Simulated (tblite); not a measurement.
Species: C5H3N3.
InChI=1S/C5H3N3/c1-2-5-7-3-6-4-8-5/h1,3-4H

Level: GFN2-xTB in tblite, geometry and Hessian alike; calculated harmonic values, unscaled, isolated species. Errors from tens to a few hundred cm⁻¹ against measured bands are possible.

Harmonic wavenumbers (cm⁻¹): 103.0, 128.4, 256.4, 277.8, 466.7, 493.3, 504.9, 654.5, 663.1, 681.5, 780.1, 816.8, 874.0, 939.5, 1053.1, 1148.6, 1160.2, 1226.1, 1266.6, 1347.7, 1384.5, 1510.8, 1558.1, 2252.0, 3049.5, 3050.5, 3388.2.

A = 6545, B = 1660, C = 1324 MHz; mass 105.033 u (most abundant isotopes); point group C2v, symmetry number 2.

Task: Zero-point energy?

Result: Half the sum of the wavenumbers: 15518 cm⁻¹ = 185.64 kJ/mol.

Task: Entropy at 298.15 K, 1 bar (ideal gas, RRHO, classical rotation)?

Result: Translation 166.90, rotation 109.31, vibration 57.37: S = 333.6 J/(mol K).

Task: And Cp and H(298.15 K) − H(0)?

Result: Cp = 107.19 J/(mol K), of which vibrations give 73.93 (their classical limit is 27 R = 224.5); H(298.15 K) − H(0) = 19.91 kJ/mol without the zero-point energy, 9.99 from vibrations.

Task: What must be added to the electronic energy to get the Gibbs energy at 298.15 K and 1 bar?

Result: ZPE + [H(298.15 K) − H(0)] − T·S = 185.64 + 19.91 − 99.46 = 106.09 kJ/mol.

Task: Blend soft modes into free rotors: weight 1/[1 + (100 cm⁻¹/ν̃)⁴] for the oscillator and the rest for a rotor with moment μB/(μ + B), μ = h/(8π²ν), B = 10⁻⁴⁴ kg m². What vibrational entropy results?

Result: 55.90 J/(mol K) in place of 57.37, which changes −T·S at 298.15 K by +0.44 kJ/mol.

Task: Which modes carry the vibrational entropy at 298.15 K?

Result: 103.0 cm⁻¹: 14.21; 128.4 cm⁻¹: 12.43; 256.4 cm⁻¹: 7.05; 277.8 cm⁻¹: 6.47; 466.7 cm⁻¹: 3.12; 493.3 cm⁻¹: 2.82 J/(mol K); the other 21 give 11.26 together.

Task: How do the functions run with temperature in this model?

Result: 
| T (K) | S (J/(mol K)) | Cp (J/(mol K)) | H − H(0) (kJ/mol) | G − H(0) (kJ/mol) | ln q(vib) |
| --- | --- | --- | --- | --- | --- |
| 150 | 275.9 | 65.8 | 7.11 | -34.27 | 1.01 |
| 250 | 315.9 | 93.7 | 15.07 | -63.91 | 2.23 |
| 400 | 368.8 | 132.9 | 32.17 | -115.35 | 4.29 |
| 600 | 430.2 | 169.7 | 62.71 | -195.41 | 7.15 |
| 900 | 505.7 | 201.4 | 118.86 | -336.23 | 11.29 |

q(vib) and H(0) count from the zero-point level.

Hindered rotation and anharmonicity are outside this model.
